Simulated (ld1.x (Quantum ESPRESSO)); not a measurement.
# What one change does to a pseudopotential (gallium (Ga), TM)

* Element: gallium
* Generator: ld1.x (Quantum ESPRESSO) 7.5
* Type: norm-conserving Troullier–Martins (Kleinman–Bylander form)
* Functional: PBE
* Relativity: scalar-relativistic
* Frozen core: [Ar] 3d10
* Valence charge: 3
* Reference configuration: 4s2 4p1
* Partial waves: 4s (bound): rc 1.55 bohr; 4p (bound): rc 1.90 bohr; 4d channel at -0.15 Ry: rc 1.50 bohr
* Local potential: all-electron potential smoothed inside 1.40 bohr (lloc = -2)
* Core correction: a·sin(br)/r model core inside 1.05 bohr

All-electron outer shells of the reference configuration (PBE, scalar-relativistic, ld1.x):

```json
{"shell": "3p", "level (eV)": "-98.86", "outermost node (bohr)": "0.24", "outermost maximum (bohr)": "0.56"}
{"shell": "3d", "level (eV)": "-19.15", "outermost node (bohr)": "–", "outermost maximum (bohr)": "0.53"}
{"shell": "4s", "level (eV)": "-8.95", "outermost node (bohr)": "0.81", "outermost maximum (bohr)": "1.90"}
{"shell": "4p", "level (eV)": "-2.58", "outermost node (bohr)": "0.87", "outermost maximum (bohr)": "2.53"}
```

Change: core correction none.

Cutoffs: the cutoffs (Ry, on a coarse ladder) from which the occupation-weighted sum of valence levels, in a spherical-Bessel basis at the reference potential, stays within 10 and 1 mRy of its value at 400 Ry; they do not see the model core or the augmentation charge, which bear on the density cutoff. Errors are all-electron minus pseudo energies relative to the spin-unpolarised reference configuration.

Task: What does the change do?

Result: The potential gets neither clearly harder nor softer (18 Ry and 40 Ry → 18 Ry and 40 Ry); both files keep a bound ghost (d); of the 7 tests that both files solve, the error grows in 2 and shrinks in 2 by more than 15 % and 0.3 meV (median size 17.9 → 10.9 meV).

| quantity | base | changed |
| --- | --- | --- |
| cutoff, loose | 18 Ry | 18 Ry |
| cutoff, tight | 40 Ry | 40 Ry |
| bound ghosts | d | d |
| error for 4s2 4p0, meV [ΔE 5.69 eV] | -11 | +11 |
| error for 4s1 4p0, meV [ΔE 26.82 eV] | -175 | +65 |
| error for 4s2 4p0.5, meV [ΔE 2.03 eV] | -1.7 | +1.9 |
| error for 4s2 4p1.3, meV [ΔE -0.53 eV] | -0.1 | +0.5 |
| error for 4s1 4p2, meV [ΔE 6.54 eV] | -18 | +17 |
| error for 4s1 4p1, meV [ΔE 13.06 eV] | -47 | +7.1 |
| error for 4s0 4p3, meV [ΔE 13.37 eV] | -71 | +85 |
| s: phases at 2.06 bohr within 0.05 rad from the reference energy up to (Ry; the scan ends near 5) | 1.8 | 1.8 |
| p: phases at 2.06 bohr within 0.05 rad from the reference energy up to (Ry; the scan ends near 5) | 3.1 | 3.1 |
| d: phases at 2.06 bohr within 0.05 rad from the reference energy up to (Ry; the scan ends near 5) | 1.1 | 1.1 |

 A true bound ghost makes a file unfit for plane-wave use even where its test errors are small: the radial tests pick states by their node count and pass the ghost by.
